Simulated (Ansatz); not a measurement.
Computed with Ansatz on PBE0-D4/def2-TZVP structures; ΔE is electronic, products minus reactants. CCSD(T)/CBS is the MP2 limit (def2-TZVPP, def2-QZVPP) plus CCSD(T) − MP2 in def2-TZVPP, frozen cores. Functionals use def2-TZVPP. def2 core potentials past Kr. For In, Sn outer-core shells are correlated without core-valence functions, which leaves a few kJ/mol of doubt a bond. One conformer a species, not always the lowest.

Consider the substitution at a C–Sn bond: `C[CH](C)[SnH]([CH](C)C)[CH](C)C` + `[OH][In]([Cl])[Cl]` → `CC(C)[O][In]([Cl])[Cl]` + `C[CH](C)[SnH2][CH](C)C`.

| species | PBE0-D4 energy (Eh) |
| --- | --- |
| `C[CH](C)[SnH]([CH](C)C)[CH](C)C` | -570.20677 |
| `[OH][In]([Cl])[Cl]` | -1186.16648 |
| `CC(C)[O][In]([Cl])[Cl]` | -1304.00005 |
| `C[CH](C)[SnH2][CH](C)C` | -452.35969 |

Q: Work out ΔE.

A: ΔE = (-1304.00005) + (-452.35969) − (-570.20677) − (-1186.16648) = 0.01351 Eh = +8.5 kcal/mol. CCSD(T)/CBS gives +10.8 kcal/mol.

Largest T1 diagnostic among the species: 0.014.

In def2-TZVPP, CCSD(T) changes the Hartree–Fock value by +5.1 kcal/mol (the triples alone add +0.4 kcal/mol) and MP2 by +7.9 kcal/mol. The D4 term adds +1.4 kcal/mol with B3LYP and +1.1 kcal/mol with PBE0; it sums over pairs of atoms, weighted by their polarisabilities, and B3LYP, whose exchange is more repulsive, gets the larger term.

B3LYP here is the variant with VWN-RPA as its local correlation; programs differ in this.
